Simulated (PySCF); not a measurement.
## Structure elucidation problem

An unknown has the formula C$_{3}$H$_{7}$B$_{2}$F$_{3}$. Its calculated NMR data are:

1H NMR (300 MHz, computed): δ 7.76 (br, 2H), 7.71 (br, 1H), 3.40 (tdd, J = 6.6, 1.9, 1.1 Hz, 2H), 2.12 (qdd, J = 12.6, 1.9, 1.1 Hz, 2H).

13C{1H} NMR (computed): δ 134.7 (C, q, J = 338.9 Hz), 59.7 (CH2), 41.3 (CH2, q, J = 32.2 Hz).

- PBE0-D3(BJ)/def2-SVP geometry
- couplings computed with B3LYP/pcJ-1 (spin–dipole term only in couplings to heteroatoms)
- NMR shieldings at CAM-B3LYP/pcSseg-1/GIAO
- program: PySCF
- non-relativistic, fast rotation and ring inversion assumed for equivalent nuclei, a single conformation, in vacuum

Referencing at the same level of theory: 1H (31.33 ppm) and 13C (182.45 ppm) vs TMS.

Problem. What is the structure?

Solution. 
- 3 carbon signals for 3 carbons: no two carbons are equivalent.
- Carbon types of the structure: 1 × C, 2 × CH2, leaving 3 H on heteroatoms.
- δC 134.7: CF3 carbon; 3 electronegative neighbours deshield it.
- δC 59.7: sp3 CH2 bonded to 2 B.
- δC 41.3: sp3 CH2 bonded to B.
- δH 7.76: hydrogen on a boron bonded to C.
- δH 7.71: hydrogen on a boron bonded to 2 C.
- δH 3.40: hydrogen on an sp3 CH2 bonded to 2 B.
- δH 2.12: hydrogen on an sp3 CH2 bonded to B.

These data were computed for SMILES BCBCC(F)(F)F.

The data come from this structure; uniqueness wasn't tested.

Hydrogens on boron are broadened and split by 11B (spin 3/2, 80 %) and 10B (spin 3). A carbon bonded to boron is broadened by the quadrupolar boron nucleus and is often missing from a measured spectrum. C–F couplings over four or more bonds (about 3 Hz to the para carbon of a fluoroarene) are left out. Common functionals overestimate the size of one-bond C–F couplings by tens of Hz; these are unscaled. Multiplet labels drop couplings under 1 Hz and merge nearly equal ones. Shifts are as computed, not scaled to solution data. Of 1309 compounds with measured shifts, 239 miss one by over three times the rms of a fit or turn the order of signals round; such compounds aren't used in these exercises. Vicinal couplings across rotatable single bonds and in flexible rings belong to the one computed conformer; a conformer average would change them.
